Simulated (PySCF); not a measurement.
One reaction down a group: Cu, Ag, Au

The same gas-phase reaction for Cu, Ag, Au:
- 2 CuH + Cl₂ → Cu₂ + 2 HCl
- 2 AgH + Cl₂ → Ag₂ + 2 HCl
- 2 AuH + Cl₂ → Au₂ + 2 HCl

Computed with PySCF (xtb for GFN2) and rigid-rotor harmonic-oscillator thermochemistry at 1 bar. † marks an energy on the PBE0/def2-TZVP geometry and frequencies; other levels use their own. MP2 freezes the core. All species are closed-shell singlets. Ag, Au: scalar-relativistic def2 core potential, no spin-orbit coupling. Cu: all electrons, no relativistic terms. MP2 isn't extrapolated to the basis-set limit. The harmonic model lacks anharmonicity and excited electronic states, which grow with temperature; levels with a mode under 35 cm⁻¹ are left out.

ΔH°(298 K) in kJ, by level:

```tsv
level	Cu	Ag	Au
ωB97M-V/def2-TZVP†	-276.5	-309.8	-242.1
PBE/def2-SVP	-281.9	-306.9	-214.9
HF/def2-TZVP†	-333.1	-366.4	-303.5
GFN2-xTB	-29.4	-79.6	-44.6
M06-2X/def2-TZVP†	-323.0	-347.1	-245.0
MP2/def2-TZVPP†	-294.2	-355.2	-266.1
```

At ωB97M-V/def2-TZVP†, ΔH° is not monotonic: it is lowest for Ag and highest for Au, over a range of 67.7 kJ; the steps are -33.3, +67.7 kJ. 5 of the 6 levels shown give the same order; GFN2-xTB orders the members differently. The levels scatter most for Cu (303.7 kJ between the highest and the lowest) and least for Au (258.9 kJ). ΔS°(298 K) runs from -1.2 to 0.4 J/K, so TΔS° at 298 K spreads over 0.5 kJ among the members, against 67.7 kJ for ΔH°.

Free energies at ωB97M-V/def2-TZVP†:

| member | ΔS°(298 K), J/K | ΔG°(298 K), kJ | ΔG°(800 K), kJ | ΔG° changes sign |
|---|---|---|---|---|
| Cu | 0.4 | -277 | -277 | none from 298 to 2500 K |
| Ag | -0.3 | -310 | -310 | none from 298 to 2500 K |
| Au | -1.2 | -242 | -242 | none from 298 to 2500 K |

The NASA 1993 table holds none of these reactions whole; the comparison is among the levels.
